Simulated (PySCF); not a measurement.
C₉H₇NS.

```xyz
18

C     -3.4279     0.4203    -0.4829
C     -3.0067    -0.3253     0.6179
C     -1.6505    -0.5111     0.8639
C     -0.6843     0.0576     0.0181
C      0.7402    -0.1261     0.2979
C      1.3626    -0.3987     1.4969
N      2.7174    -0.5188     1.4632
C      3.1650    -0.3438     0.2584
S      1.9550    -0.0209    -0.9331
C     -1.1212     0.8053    -1.0864
C     -2.4786     0.9814    -1.3356
H     -4.4936     0.5603    -0.6774
H     -3.7426    -0.7778     1.2868
H     -1.3327    -1.1218     1.7114
H      0.8368    -0.4953     2.4484
H      4.2202    -0.3914    -0.0207
H     -0.3846     1.2660    -1.7499
H     -2.7967     1.5682    -2.2004
```

Coordinates come from a PBE0-D3(BJ)/def2-SVP optimisation. One conformer was computed; it need not be the lowest.

These are PySCF with PBE/pcSseg-1 values and carry that method's errors. Non-relativistic, no solvent.

Computed absolute GIAO shielding of each atom: isotropic value and principal components (ppm):
```tsv
atom	σ(iso)	σ11	σ22	σ33	span
C1	48.8	-57.5	35.0	168.9	226.4
C2	47.9	-59.6	35.2	168.3	227.9
C3	51.8	-45.4	39.8	161.0	206.4
C4	45.4	-48.0	20.1	164.1	212.1
C5	32.3	-24.9	23.0	98.8	123.7
C6	40.1	-21.4	37.1	104.8	126.2
N7	-99.4	-382.0	-118.8	202.7	584.7
C8	30.2	-43.6	36.6	97.5	141.1
S9	210.3	0.0	272.6	358.2	358.3
C10	48.2	-48.0	41.5	151.0	199.0
C11	47.6	-59.8	35.0	167.7	227.4
H12	23.9	21.0	24.4	26.4	5.4
H13	23.8	20.6	24.1	26.8	6.2
H14	23.5	18.8	23.1	28.7	9.8
H15	23.2	18.8	22.9	27.8	8.9
H16	23.1	19.6	22.3	27.5	8.0
H17	23.7	18.4	22.6	30.1	11.7
H18	23.8	20.6	24.0	26.9	6.3
```
